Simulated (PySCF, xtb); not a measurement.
C₂H₈O₂Si, SMILES C[C@H](O)[SiH2]O.

xtb with GFN2-xTB at its own geometry gives an orbital gap of 5.60 eV and a dipole moment of 1.34 D.

Coordinates come from a B3LYP-D3(BJ)/def2-SVP optimisation. The structure was generated by enumeration; whether it is a known compound was not checked. Other conformers were not sampled.

Q: What does PBE/def2-TZVP in PySCF give? (Estimate from the structure and the level; the computed values follow.)

A: gap 5.50 eV (levels -6.04 and -0.54 eV), dipole 2.18 D.
